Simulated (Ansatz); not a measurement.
Relaxation of AlCl2FH3Si (8 atoms, charge 0, multiplicity 2), to a largest force component of 0.03 eV/Å in at most 50 steps.

All numbers below come from UHF/def2-SVP (Ansatz).

```xyz
8
Properties=species:S:1:pos:R:3
Al -0.001 0.000 -0.441
F 0.003 0.000 2.463
Cl 1.794 0.000 -1.586
Cl -1.795 0.000 -1.586
Si 0.000 0.000 4.072
H -0.758 -1.180 4.522
H 1.400 -0.066 4.525
H -0.643 1.246 4.522
```

Where does it end, and by what steps?

The run converged. The force dipped under the threshold on the way, but the program's further checks kept it going. After 7 steps the energy has fallen by 0.120 eV; Al1 moved furthest, 0.59 Å.

```json
{"step": "0", "energy less start (eV)": "0.0000", "largest force component (eV/Å)": "0.583", "accepted": "yes"}
{"step": "1", "energy less start (eV)": "-0.0763", "largest force component (eV/Å)": "0.154", "accepted": "yes"}
{"step": "2", "energy less start (eV)": "-0.1107", "largest force component (eV/Å)": "0.040", "accepted": "yes"}
{"step": "3", "energy less start (eV)": "-0.1175", "largest force component (eV/Å)": "0.048", "accepted": "yes"}
{"step": "4", "energy less start (eV)": "-0.1132", "largest force component (eV/Å)": "0.324", "accepted": "no"}
{"step": "5", "energy less start (eV)": "-0.1179", "largest force component (eV/Å)": "0.011", "accepted": "yes"}
{"step": "6", "energy less start (eV)": "-0.1195", "largest force component (eV/Å)": "0.018", "accepted": "yes"}
{"step": "7", "energy less start (eV)": "-0.1197", "largest force component (eV/Å)": "0.002", "accepted": "yes"}
```

```xyz
8
Properties=species:S:1:pos:R:3
Al -0.002 0.000 -1.030
F 0.007 -0.001 2.791
Cl 1.803 0.000 -2.132
Cl -1.806 0.000 -2.133
Si 0.001 0.000 4.407
H -0.758 -1.179 4.861
H 1.398 -0.066 4.868
H -0.643 1.245 4.860
```

Whether the end is a true minimum wasn't checked by a vibrational analysis.

Time of the run: 14 s on 2 threads of Intel(R) Xeon(R) 6975P-C (Granite Rapids) (shared host), peak memory 0.28 GiB.
